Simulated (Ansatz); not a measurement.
Abridged output of a molecular run in Ansatz:

```
Functional definition: HF
1290 factors; integrals over basis functions are off by at most 1.2e-3 eV
mean field evaluation 1: about -3871.4503 eV, gradient 3.2e1 eV
mean field evaluation 2: about -3871.4536 eV, gradient 3.2e1 eV
mean field evaluation 4: about -3874.4748 eV, gradient 3.3e0 eV
mean field evaluation 8: about -3874.5175 eV, gradient 2.2e-4 eV
mean field -3874.51745310 eV, -142.3858901591 hartree, gradient 2.1e-6 eV, S^2 0.000000; 0 other end points of the search recorded, 0 dependent functions left out
4 core orbitals not correlated: weight in the atoms' cores, before any rotation towards them, 1.000 or more for the frozen orbitals, at most 0.000 for the correlated occupied ones
reference -3874.51745310 eV, -142.3858901591 hartree; 11, 11 occupied and 207, 207 virtual orbitals, 1290 factors
second order -16.31970402 eV of doubles, -0.00000000 eV of singles
cycle   1  -16.99823849 eV  change   -6.8e-1 eV  update   8.6e-2
cycle   2  -17.44378455 eV  change   -4.5e-1 eV  update   2.6e-2
cycle   3  -17.52110168 eV  change   -7.7e-2 eV  update   1.1e-2
cycle   4  -17.51706824 eV  change    4.0e-3 eV  update   2.9e-3
cycle   5  -17.51730132 eV  change   -2.3e-4 eV  update   1.1e-3
cycle   6  -17.51732149 eV  change   -2.0e-5 eV  update   3.8e-4
cycle   7  -17.51730054 eV  change    2.1e-5 eV  update   1.5e-4
cycle   8  -17.51734258 eV  change   -4.2e-5 eV  update   7.0e-5
cycle   9  -17.51735481 eV  change   -1.2e-5 eV  update   2.2e-5
perturbative correction -0.73255336 eV, -0.0269208393 hartree
Total energy: -3892.76736126 eV, -143.0565619139 hartree
```

Its atoms:

```xyz
11

B    -0.3228   -1.8070    1.0908
C    -0.2741   -0.3221    0.7457
C     0.1724    0.0896   -0.4539
C     0.2733    1.4945   -0.9181
H     0.0436   -2.6044    0.2727
H    -0.7149   -2.2004    2.1518
H    -0.5947    0.4460    1.4497
H     0.4949   -0.6723   -1.1635
H     1.3073    1.7350   -1.1880
H    -0.0661    2.2007   -0.1594
H    -0.3189    1.6405   -1.8278
```

(1) Which basis set was used?
A. cc-pV(D+d)Z
B. def2-SVPD
C. def2-SVP
D. def2-TZVPP

(2) Write the keys of the input that set method, charge and spin (a neutral closed shell needs none for the last two).

Answers

(1) D. It gives 222 functions.

(2) 
```yaml
correlation: {method: ccsd_t}
```
